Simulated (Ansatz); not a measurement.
Abridged output of a molecular run in Ansatz:

```
Functional definition: HF
913 factors; integrals over basis functions are off by at most 1.2e-3 eV
mean field evaluation 1: about -30719.4190 eV, gradient 3.8e1 eV
mean field evaluation 2: about -30719.4427 eV, gradient 3.8e1 eV
mean field evaluation 4: about -30722.9137 eV, gradient 2.9e0 eV
mean field evaluation 8: about -30722.9734 eV, gradient 3.0e-1 eV
mean field -30722.97438592 eV, -1129.0484839024 hartree, gradient 2.1e-6 eV, S^2 0.000000; 0 other end points of the search recorded, 0 dependent functions left out
17 core orbitals not correlated: weight in the atoms' cores, before any rotation towards them, 1.000 or more for the frozen orbitals, at most 0.000 for the correlated occupied ones
reference -30722.97438592 eV, -1129.0484839024 hartree; 14, 14 occupied and 66, 66 virtual orbitals, 913 factors
second order -16.51639890 eV of doubles, -0.00000000 eV of singles
cycle   1  -17.13656176 eV  change   -6.2e-1 eV  update   1.0e-1
cycle   2  -17.53806305 eV  change   -4.0e-1 eV  update   3.1e-2
cycle   3  -17.64546289 eV  change   -1.1e-1 eV  update   1.8e-2
cycle   4  -17.64389704 eV  change    1.6e-3 eV  update   4.3e-3
cycle   5  -17.64079431 eV  change    3.1e-3 eV  update   1.8e-3
cycle   6  -17.64081202 eV  change   -1.8e-5 eV  update   7.0e-4
cycle   7  -17.64075522 eV  change    5.7e-5 eV  update   2.9e-4
cycle   8  -17.64073515 eV  change    2.0e-5 eV  update   1.2e-4
cycle   9  -17.64077111 eV  change   -3.6e-5 eV  update   5.7e-5
cycle  10  -17.64076832 eV  change    2.8e-6 eV  update   2.4e-5
perturbative correction -0.47122592 eV, -0.0173172332 hartree
Total energy: -30741.08638016 eV, -1129.7140874140 hartree
```

Its atoms:

```xyz
8

F    -1.818   -2.469    0.721
Al   -0.983   -1.085    0.431
C     0.413   -0.394   -0.726
Si   -0.067    1.040    0.432
Cl    1.409    2.034    1.471
H     0.645   -0.257   -1.781
H     1.251   -0.941   -0.251
H    -0.850    2.071   -0.298
```

**Question.** Which basis set was used?
A. cc-pV(Q+d)Z
B. def2-SVP
C. def2-QZVPP
D. def2-TZVPP

**Answer.** B. It gives 97 functions.

**Question.** Write the keys of the input that set method, charge and spin (a neutral closed shell needs none for the last two).

**Answer.** 
```yaml
correlation: {method: ccsd_t}
```
